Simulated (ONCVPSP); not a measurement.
# Os, ONCV: configuration errors across variants

osmium (Os), optimised norm-conserving Vanderbilt (ONCV), made with ONCVPSP 4.0.1 (PBE, scalar-relativistic). Core [Kr] 4d10, reference 4f14 5s2 5p6 5d6 6s0.5 (charge +1.5). Waves: 5s+6s: rc 1.90 bohr, ncon 4, nbas 7, qcut 7.7 1/bohr, 2 projectors; 5p: rc 1.90 bohr, ncon 3, nbas 7, qcut 7 1/bohr, 2 projectors, debl 2.2 Ha; 5d: rc 2.00 bohr, ncon 4, nbas 8, qcut 7.4 1/bohr, 2 projectors, debl 2.1 Ha; 4f: rc 0.75 bohr, ncon 3, nbas 7, qcut 25.8 1/bohr, 3 projectors, debl 1.7 Ha. Local part: polynomial inside 0.60 bohr (lpopt 3, dvloc0 0 Ha). Core correction: Teter function, fcfact 1.75, rcfact 1.3.

In the p channel the program set the typed energies aside and used -2.328, 0.250 Ha. In the f channel the program set the typed energies aside and used -2.368, 0.250, 1.950 Ha.

All-electron excitation energies from the reference (eV): (1) 4f14 5s2 5p6 5d6 6s2 -17.078; (2) 4f14 5s2 5p6 5d6 6s1 -7.501; (3) 4f14 5s2 5p6 5d6 6s0 9.414; (4) 4f14 5s2 5p6 5d7 6s0 -8.039.

A true bound ghost makes a file unfit for plane-wave use even where its test errors are small: the radial tests pick states by their node count and pass the ghost by.

Errors AE − PS in meV (a dash: test not solved or not reliable):

```csv
change,(1),(2),(3),(4),bound ghosts,GHOST(+) flags above zero
base,+1.7,+1.9,-3.9,-4.8,"s, p",d
"all radii but the core radius scaled by about 0.77 (s 1.46, p 1.46, d 1.54, f 0.58 bohr); local potential polynomial inside 0.46 bohr (lpopt 3, dvloc0 0 Ha)",+4.8,+2.4,-3.0,+0.1,"s, p, d","s, f"
"all radii but the core radius scaled by about 1.12 (s 2.12, p 2.12, d 2.24, f 0.84 bohr); local potential polynomial inside 0.68 bohr (lpopt 3, dvloc0 0 Ha)",+1.8,+1.9,-3.9,-3.6,s,p
"all radii but the core radius scaled by about 1.19 (s 2.26, p 2.26, d 2.38, f 0.90 bohr); local potential polynomial inside 0.72 bohr (lpopt 3, dvloc0 0 Ha)",+0.9,+1.8,-4.2,-3.2,s,"p, d"
"all radii but the core radius scaled by about 1.28 (s 2.44, p 2.44, d 2.56, f 0.96 bohr); local potential polynomial inside 0.76 bohr (lpopt 3, dvloc0 0 Ha)",-0.9,+1.4,-4.6,-2.3,"s, d",p
```

(1) Give the same row for: all radii but the core radius scaled by about 0.88 (s 1.68, p 1.68, d 1.76, f 0.66 bohr); local potential polynomial inside 0.52 bohr (lpopt 3, dvloc0 0 Ha).

Answers

(1) +3.0, +2.1, -3.6, -3.8; bound ghosts: s, p; GHOST(+) flags above zero: d.
